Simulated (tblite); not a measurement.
Species: C₆H₁₆P₂.
Atom-mapped SMILES: `[CH3:1][CH2:2][P:3]([CH3:4])[CH2:5][CH2:6][PH:7][CH3:8]` (hydrogens: H9, H10, H11 on C1; H12, H13 on C2; H14, H15, H16 on C4; H17, H18 on C5; H19, H20 on C6; H21 on P7; H22, H23, H24 on C8)

Computed with GFN2-xTB (tblite), gas phase: L-BFGS steps from a force-field or distance-geometry start until the largest atomic force falls under 0.01 eV/Å.

Step 0: E = -708.1227 eV
```
atom  x, y, z in Å  |  force x, y, z in eV/Å
C1      3.7239    1.0615   -0.5552   -0.053   0.125  -0.145
C2      2.3787    1.1518    0.1627    0.502  -0.059   0.821
P3      1.0713    0.1564   -0.6600   -0.640   0.348  -0.931
C4      1.5528   -1.5294   -0.1682    0.430  -0.752   0.991
C5     -0.3327    0.4612    0.5334   -0.012  -0.096   0.002
C6     -1.6151   -0.2679    0.1122    0.367   0.257   0.041
P7     -2.9961    0.0763    1.2958    0.196   0.092   0.883
C8     -4.3673   -0.7149    0.3842   -0.667  -0.357  -0.346
H9      3.6353    1.4088   -1.5886   -0.027  -0.067   0.166
H10     4.4527    1.6916   -0.0459    0.015  -0.055  -0.037
H11     4.1015    0.0393   -0.5739   -0.061   0.076   0.038
H12     2.5040    0.8119    1.2104   -0.056   0.046  -0.266
H13     2.0589    2.1961    0.2146   -0.083  -0.032  -0.159
H14     2.4848   -1.8324   -0.6624   -0.272   0.157   0.032
H15     0.7789   -2.2504   -0.4401    0.051   0.157  -0.100
H16     1.7077   -1.6090    0.9328   -0.058   0.100  -0.550
H17    -0.0214    0.1685    1.5384   -0.066  -0.103   0.109
H18    -0.5164    1.5385    0.5540   -0.009   0.034  -0.065
H19    -1.4459   -1.3471    0.0947   -0.037  -0.040   0.060
H20    -1.9127    0.0429   -0.8850    0.015   0.051  -0.293
H21    -3.2543    1.4200    0.9274    0.048  -0.307  -0.198
H22    -5.3297   -0.4859    0.8612    0.308  -0.030   0.005
H23    -4.4116   -0.3547   -0.6403    0.015  -0.001  -0.174
H24    -4.2589   -1.8135    0.3653    0.098   0.457   0.118
```

Step 1: E = -708.1875 eV
```
atom  x, y, z in Å  |  force x, y, z in eV/Å
C1      3.7231    1.0633   -0.5573    0.006   0.025   0.084
C2      2.3858    1.1509    0.1744    0.116   0.045   0.105
P3      1.0622    0.1614   -0.6733   -0.188   0.047  -0.418
C4      1.5589   -1.5402   -0.1540    0.034  -0.199   0.163
C5     -0.3329    0.4598    0.5334    0.062   0.036   0.007
C6     -1.6099   -0.2642    0.1128    0.094   0.104   0.002
P7     -2.9933    0.0776    1.3084    0.018  -0.055   0.465
C8     -4.3768   -0.7200    0.3792   -0.143   0.015  -0.156
H9      3.6349    1.4078   -1.5863   -0.068  -0.013   0.043
H10     4.4529    1.6909   -0.0464    0.041  -0.039  -0.052
H11     4.1006    0.0404   -0.5733   -0.057   0.083   0.024
H12     2.5032    0.8126    1.2066   -0.004  -0.075   0.078
H13     2.0577    2.1957    0.2124   -0.031  -0.077  -0.097
H14     2.4809   -1.8302   -0.6619   -0.120   0.081   0.016
H15     0.7796   -2.2481   -0.4415    0.059   0.086  -0.041
H16     1.7068   -1.6076    0.9249    0.021   0.052   0.004
H17    -0.0224    0.1670    1.5400   -0.050  -0.090   0.045
H18    -0.5165    1.5390    0.5531   -0.002  -0.004  -0.045
H19    -1.4464   -1.3476    0.0955   -0.034   0.055   0.059
H20    -1.9125    0.0436   -0.8892    0.044   0.027  -0.126
H21    -3.2536    1.4156    0.9246    0.047  -0.279  -0.155
H22    -5.3253   -0.4863    0.8613    0.066   0.002   0.070
H23    -4.4113   -0.3547   -0.6428    0.005   0.000  -0.161
H24    -4.2575   -1.8070    0.3670    0.084   0.172   0.085
```

Step 2: E = -708.2011 eV
```
atom  x, y, z in Å  |  force x, y, z in eV/Å
C1      3.7231    1.0639   -0.5558   -0.003   0.027   0.051
C2      2.3888    1.1518    0.1776   -0.042  -0.033  -0.062
P3      1.0576    0.1628   -0.6829    0.011  -0.046  -0.122
C4      1.5602   -1.5452   -0.1495   -0.072   0.076  -0.071
C5     -0.3316    0.4604    0.5336    0.065   0.033  -0.020
C6     -1.6075   -0.2618    0.1129   -0.030   0.052   0.028
P7     -2.9927    0.0766    1.3189   -0.029  -0.101   0.163
C8     -4.3806   -0.7202    0.3756    0.055   0.132  -0.027
H9      3.6335    1.4075   -1.5852   -0.070  -0.007   0.047
H10     4.4538    1.6900   -0.0475    0.075  -0.006  -0.028
H11     4.0994    0.0421   -0.5728   -0.038   0.036   0.025
H12     2.5030    0.8112    1.2078   -0.013  -0.080   0.091
H13     2.0570    2.1941    0.2102   -0.025  -0.038  -0.065
H14     2.4781   -1.8283   -0.6616   -0.032   0.038  -0.005
H15     0.7809   -2.2462   -0.4424    0.005   0.003  -0.031
H16     1.7072   -1.6064    0.9242    0.032   0.043   0.139
H17    -0.0235    0.1651    1.5410   -0.031  -0.071  -0.001
H18    -0.5166    1.5390    0.5521    0.005   0.011  -0.029
H19    -1.4472   -1.3466    0.0968   -0.023   0.080   0.052
H20    -1.9116    0.0442   -0.8921    0.048   0.017  -0.024
H21    -3.2527    1.4096    0.9212    0.045  -0.249  -0.108
H22    -5.3236   -0.4863    0.8627   -0.011   0.015   0.066
H23    -4.4112   -0.3547   -0.6462    0.006   0.006  -0.129
H24    -4.2557   -1.8029    0.3689    0.072   0.063   0.060
```

Task: Estimate the geometry and energy of step 3. (The exact step hangs on the optimiser's Hessian estimate; all steps are aligned on step 2, rigid shifts and turns removed.)

Result: E = -708.2069 eV, largest force 0.223 eV/Å
```
atom  x, y, z in Å  |  force x, y, z in eV/Å
C1      3.7230    1.0648   -0.5546   -0.003   0.014   0.038
C2      2.3894    1.1512    0.1781   -0.089  -0.062  -0.069
P3      1.0559    0.1626   -0.6890    0.074  -0.055   0.026
C4      1.5596   -1.5458   -0.1485   -0.077   0.143  -0.071
C5     -0.3300    0.4611    0.5332    0.034   0.016  -0.033
C6     -1.6071   -0.2598    0.1135   -0.061   0.030   0.042
P7     -2.9929    0.0745    1.3259   -0.025  -0.098  -0.011
C8     -4.3812   -0.7180    0.3738    0.096   0.126   0.024
H9      3.6317    1.4072   -1.5838   -0.065   0.003   0.033
H10     4.4555    1.6896   -0.0484    0.076   0.008  -0.016
H11     4.0982    0.0434   -0.5721   -0.024   0.010   0.025
H12     2.5026    0.8092    1.2097   -0.030  -0.061   0.034
H13     2.0562    2.1929    0.2082   -0.025  -0.030  -0.047
H14     2.4764   -1.8269   -0.6616    0.000   0.022  -0.012
H15     0.7814   -2.2455   -0.4434   -0.019  -0.028  -0.022
H16     1.7078   -1.6051    0.9262    0.016   0.047   0.091
H17    -0.0245    0.1630    1.5414   -0.015  -0.052  -0.034
H18    -0.5165    1.5393    0.5512    0.017   0.016  -0.019
H19    -1.4479   -1.3447    0.0983   -0.014   0.075   0.045
H20    -1.9104    0.0447   -0.8937    0.039   0.014   0.036
H21    -3.2514    1.4027    0.9179    0.040  -0.208  -0.069
H22    -5.3230   -0.4860    0.8644   -0.015   0.021   0.039
H23    -4.4110   -0.3546   -0.6500    0.011   0.006  -0.072
H24    -4.2536   -1.8001    0.3707    0.059   0.044   0.042
```

The energy changes by -0.0058 eV. The first-order estimate −F·Δx gives -0.0078 eV and the mean of the old and new forces, exact on a quadratic surface, -0.0058 eV. The step makes an angle of 29° with the force vector and moves no atom by more than 0.008 Å.

Hardware: one thread of an Arm Neoverse V1 (shared host).
